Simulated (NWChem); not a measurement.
System: CH6GaNO; SMILES [CH3][Ga]([NH2])[OH]

The following NWChem deck was run.

```
start job
memory heap 200 mb stack 900 mb global 1100 mb
geometry units angstroms noautosym nocenter noautoz
  Ga    -0.028671     0.016145    -0.024064
  C      0.259278    -1.919718     0.019481
  H     -0.172296    -2.394506    -0.874996
  H     -0.223036    -2.366259     0.902245
  H      1.332274    -2.157926     0.052929
  O     -1.647752     0.789594     0.007177
  H     -2.386575     0.176593     0.049564
  N      1.273645     1.266103    -0.103052
  H      1.075329     2.258435    -0.124366
  H      2.265763     1.073837    -0.128071
end
basis spherical
  Ga library pcsseg-1
  C library pcsseg-1
  H library pcsseg-1
  O library pcsseg-1
  N library pcsseg-1
end
dft
  xc kt2
  iterations 150
end
property
  shielding
end
task dft property
```

All runs use the structure optimised with PBE0/def2-SVP.

GIAO values for the isolated, static molecule; σ is the absolute isotropic shielding, δ = σ(reference) − σ with the isolated reference molecule computed at the same levels (13C: tetramethylsilane, 1H: tetramethylsilane, 15N: ammonia).

Atoms are numbered as in the input.

Task: Predict the main results of this run. (KT2/pcSseg-1, GIAO.) Quantities: σ Ga1 (ppm); δ C2 (ppm); δ H3 (rotor mean) (ppm); δ H7 (ppm); δ N8 (ppm); δ H9 (ppm); δ H10 (ppm).

Result: 
```json
{
  "σ Ga1 (ppm)": "1311.1",
  "δ C2 (ppm)": "-9.8",
  "δ H3 (rotor mean) (ppm)": "0.00",
  "δ H7 (ppm)": "1.69",
  "δ N8 (ppm)": "40.7",
  "δ H9 (ppm)": "1.50",
  "δ H10 (ppm)": "1.36"
}
```
